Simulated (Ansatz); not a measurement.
Gas-phase electronic energies from Ansatz, PBE0-D4/def2-TZVP geometries. CCSD(T)/CBS adds triple-zeta CCSD(T) − MP2 to the extrapolated MP2 energy (def2 sets, frozen cores). This one scheme is used for every species, atoms too. Open shells (•) are unrestricted, without spin–orbit coupling. Spin–orbit coupling would lower the free atoms: a little for Cl. def2 core potentials past Kr. For In outer-core shells are correlated without core-valence functions, so the limit isn't a true one: a few kJ/mol of doubt a bond, and 10 to 20 or more in all where bonds break to atoms. Each species was taken in one conformer, which may not be the lowest.

Consider the homolysis of the Cl–In bond: `[SiH3][O][In]([SH])[Cl]` → Cl• + `[SiH3][O][In][SH]`•.

```
                  species  SCS-MP2/def2-QZVPP energy (Eh)
`[SiH3][O][In]([SH])[Cl]`                     -1413.84057
                      Cl•                      -459.66734
     `[SiH3][O][In][SH]`•                      -954.02505
```

**Question.** Work out ΔE.

**Answer.** ΔE = (-459.66734) + (-954.02505) − (-1413.84057) = 0.14818 Eh = +389.0 kJ/mol. CCSD(T)/CBS gives +385.8 kJ/mol.

Largest T1 diagnostic among the species: 0.019.

The D4 term adds +7.8 kJ/mol with B3LYP and +4.6 kJ/mol with PBE0; it sums over pairs of atoms, weighted by their polarisabilities, and B3LYP, whose exchange is more repulsive, gets the larger term. From PBE to PBE0 (25 % exact exchange), in def2-TZVPP and without D4, ΔE moves by +5.4 kJ/mol.

B3LYP here is the variant with VWN-RPA as its local correlation; programs differ in this.
